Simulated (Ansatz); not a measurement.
One change: `[F][Sb]([F])[Cl]` becomes `[F][SbH][F]`.

Ansatz, PBE0-D4/def2-TZVP geometries, multiplicity 1. 

Elements past krypton have def2 core potentials.  Spin–orbit coupling is left out; it splits and shifts lone-pair levels of the heavy atoms by tenths of an eV.

```json
{"property": "HOMO energy (ωB97M-V/def2-TZVPP) / eV", "`[F][Sb]([F])[Cl]`": "-11.30"}
{"property": "HOMO energy (PBE/def2-TZVPP) / eV", "`[F][Sb]([F])[Cl]`": "-7.89"}
{"property": "size of the dipole moment (B3LYP/def2-TZVPP) / D", "`[F][Sb]([F])[Cl]`": "3.45"}
{"property": "LUMO energy (PBE/def2-TZVPP) / eV", "`[F][Sb]([F])[Cl]`": "-2.53"}
{"property": "LUMO energy (B3LYP/def2-TZVPP) / eV", "`[F][Sb]([F])[Cl]`": "-2.04"}
{"property": "LUMO energy (PBE0/def2-TZVPP) / eV", "`[F][Sb]([F])[Cl]`": "-1.79"}
```

Problem. Give the same properties after the change, and the shifts. (Estimate.)

Solution. Ansatz gave: 
```
                                        property  `[F][SbH][F]`  shift
           HOMO energy (ωB97M-V/def2-TZVPP) / eV         -10.48   0.82
               HOMO energy (PBE/def2-TZVPP) / eV          -7.06   0.83
size of the dipole moment (B3LYP/def2-TZVPP) / D           3.35  -0.10
               LUMO energy (PBE/def2-TZVPP) / eV          -2.47   0.06
             LUMO energy (B3LYP/def2-TZVPP) / eV          -1.97   0.07
              LUMO energy (PBE0/def2-TZVPP) / eV          -1.71   0.08
```

With PBE0 the HOMO rises by 0.85 eV and the LUMO rises by 0.08 eV, so the gap narrows by about 0.77 eV. PBE moves the HOMO by 0.83 eV and ωB97M-V by 0.82 eV. Dipoles are sizes alone; their direction can turn.

B3LYP here is the variant with VWN-RPA as its local correlation; programs differ in this.
